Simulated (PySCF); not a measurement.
# Electron correlation in Sc⁺ (scandium, charge +1)

Starting occupation: [Ar] 3d1 4s1, 3d3/2 with m_j = +3/2, 4s1/2 with m_j = -1/2. Computed with PySCF 2.14 in x2c-QZVPPall-2c (11s9p5d3f2g, 102 functions), with X2C-1e with screened-nucleus spin-orbit coupling, Gaussian nucleus. Frozen: [Ne]; 10 electrons correlated; the 8 highest virtual spinors left out.

MP2 pair energies summed by pair of shells (mhartree):

```tsv
pair	energy	share (%)
3p-3p	-143.22	56.2
3d-3p	-38.42	15.1
3p-3s	-38.21	15.0
3p-4s	-16.72	6.6
3s-3s	-7.72	3.0
3d-3s	-5.77	2.3
3d-4s	-3.57	1.4
3s-4s	-1.08	0.4
```

Total MP2 correlation energy: -254.72 mhartree.

The GHF reference relaxed away from the jj start to a determinant that is no pure jj level (⟨S²⟩ = 2.00, ⟨J²⟩ = 3.84); the energies belong to that determinant.

This basis was not built for core-valence correlation, so the inner-shell part is incomplete.
